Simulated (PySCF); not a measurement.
# Reading the logs of faulty runs: AlFH4NSi

Calculated results; nothing here was measured. They come from PySCF 2.14.0, an open-source quantum chemistry program, on an isolated molecule that a program drew, which may never have been made. The molecule is AlFH4NSi (charge 0, doublet), drawn as the SMILES string `F[SiH2][NH][AlH]`.

Each row is a Hartree-Fock (HF) and frozen-core CCSD(T) single point in the cc-pV(D+d)Z basis, meant for a local HF minimum. Run 1 is clean. Each other run has one planted mistake out of seven kinds, and not every kind appears here: one electron removed, one electron added, multiplicity raised by two, geometry at a saddle point, minimal basis STO-3G, one bond length entered in bohr, all coordinates scaled. The reference is restricted for singlets and unrestricted otherwise, and also for a bond in bohr. Adding or removing an electron swaps singlet and doublet. Electrons count all cores. HOMO and LUMO are orbital energies over both spins, the gradient is its largest component, and the lowest frequency (negative if imaginary) is given only where the gradient is small. Bond lengths are over the 7 bonds as drawn. T1 is the CCSD diagnostic: over 0.02 (restricted) or 0.045 (unrestricted) a single reference is doubtful.

Geometry of the clean run:
```xyz
8
AlFH4NSi, angstrom
F     1.0634    0.8316   -2.0161
Si    1.1568   -0.0120   -0.6365
N    -0.2236    0.2285    0.3433
Al   -0.4920    1.3145    1.7552
H     2.3521    0.4717    0.0691
H     1.2819   -1.4186   -1.0549
H    -1.0283   -0.2927    0.0303
H     0.7612    2.1617    2.2387
```

```
run  electrons  basis functions  <S^2>  HOMO (eV)  LUMO (eV)  gradient (hartree/bohr)  lowest frequency (cm^-1)  mean bond (Å)  longest bond (Å)      T1  HF (hartree)  CCSD(T) (hartree)                     mistake
  1         47               94  0.754      -8.49       1.00                  2.4e-05                        62         1.5243             1.801  0.0145    -687.17398         -687.72178                    no fault
  2         47               94  0.756      -8.63       0.83                  3.1e-02                         -         1.5822             1.870  0.0158    -687.16325         -687.71697      all coordinates scaled
  3         48               94  0.000      -0.40       6.81                  5.3e-02                         -         1.5243             1.801  0.0147    -687.16087         -687.74137          one electron added
  4         47               94  3.760      -5.25      -1.69                  8.1e-02                         -         1.5243             1.801  0.0151    -687.01262         -687.52540  multiplicity raised by two
  5         47               32  0.756      -4.76       7.51                  2.5e-02                         -         1.5243             1.801  0.0148    -678.72877         -678.88565        minimal basis STO-3G
  6         46               94  0.000     -16.68      -7.20                  5.1e-02                         -         1.5243             1.801  0.0172    -686.88526         -687.43356                           ?
```

**Which mistake was planted in run 6, and what did it cost?**

It counts 46 electrons, one fewer than the clean run, at the same geometry and basis. So the mistake is: one electron removed. Subtracting run 1 and multiplying by 627.51 kcal/mol a hartree, the energy moved by 181.2 kcal/mol in HF and 180.9 kcal/mol in CCSD(T).

